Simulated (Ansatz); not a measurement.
`CCC1CCCCC1` → `CC1(C)CCCCC1`  (isomerisation)

Gas-phase electronic energies from Ansatz, PBE0-D4/def2-TZVP geometries. CBS: MP2 limit from def2 TZ/QZ plus the TZ coupled-cluster correction, frozen cores. Functionals use def2-TZVPP. B3LYP here is the variant with VWN-RPA as its local correlation; programs differ in this. One conformer a species, not always the lowest.

`CCC1CCCCC1`:

Cartesian coordinates in Å:
```
C -1.839 2.147 1.033
C -0.856 1.071 1.465
C -0.005 0.497 0.338
C 1.070 -0.435 0.891
C 1.941 -1.031 -0.205
C 1.100 -1.749 -1.250
C 0.031 -0.827 -1.817
C -0.834 -0.230 -0.716
H -1.324 2.970 0.530
H -2.368 2.564 1.893
H -2.594 1.759 0.345
H -0.187 1.483 2.228
H -1.397 0.249 1.950
H 0.506 1.336 -0.160
H 1.687 0.104 1.617
H 0.578 -1.246 1.444
H 2.678 -1.714 0.228
H 2.509 -0.227 -0.691
H 1.736 -2.136 -2.052
H 0.617 -2.619 -0.787
H -0.593 -1.364 -2.537
H 0.516 -0.014 -2.373
H -1.574 0.446 -1.153
H -1.399 -1.033 -0.222
```

`CC1(C)CCCCC1`:

```xyz
24

C     0.248    0.724    1.708
C    -0.158    0.804    0.237
C    -0.624    2.225   -0.058
C    -1.304   -0.171   -0.061
C    -0.893   -1.636    0.006
C     0.286   -1.919   -0.912
C     1.455   -0.993   -0.608
C     1.031    0.467   -0.672
H     1.056    1.430    1.921
H     0.595   -0.270    1.995
H    -0.597    0.978    2.354
H    -0.926    2.329   -1.104
H     0.174    2.948    0.135
H    -1.479    2.496    0.567
H    -2.135    0.025    0.625
H    -1.679    0.041   -1.071
H    -1.744   -2.270   -0.262
H    -0.627   -1.904    1.035
H    -0.027   -1.769   -1.954
H     0.595   -2.966   -0.827
H     2.273   -1.171   -1.312
H     1.854   -1.225    0.386
H     0.749    0.705   -1.706
H     1.874    1.122   -0.423
```

(1) Is it downhill or uphill in electronic energy at CCSD(T)/CBS, and by how much? (Best estimate.)

(2) What do these levels give: PBE-D4, r2SCAN-D4, PBE0-D4, B3LYP-D4, ωB97M-V, B3LYP, HF/def2-TZVPP, MP2/def2-TZVPP, SCS-MP2/def2-TZVPP, CCSD(T)/def2-TZVPP, HF/def2-QZVPP, HF/CBS(def2)? (Best estimate.)

Largest T1 diagnostic among the species: 0.009.

## Answers

(1) Computed: Downhill: ΔE = -1.8 kcal/mol.

(2) The calculation gave: PBE-D4 -1.0, r2SCAN-D4 -1.3, PBE0-D4 -1.0, B3LYP-D4 -1.0, ωB97M-V -1.6, B3LYP 0.7, HF/def2-TZVPP 1.3, MP2/def2-TZVPP -2.8, SCS-MP2/def2-TZVPP -1.9, CCSD(T)/def2-TZVPP -2.0, HF/def2-QZVPP 1.3, HF/CBS(def2) 1.3 kcal/mol.

In def2-TZVPP, CCSD(T) changes the Hartree–Fock value by −3.3 kcal/mol (the triples alone add −0.5 kcal/mol) and MP2 by −4.0 kcal/mol. The D4 term adds −1.7 kcal/mol with B3LYP and −1.0 kcal/mol with PBE0; it sums over pairs of atoms, weighted by their polarisabilities, and B3LYP, whose exchange is more repulsive, gets the larger term.
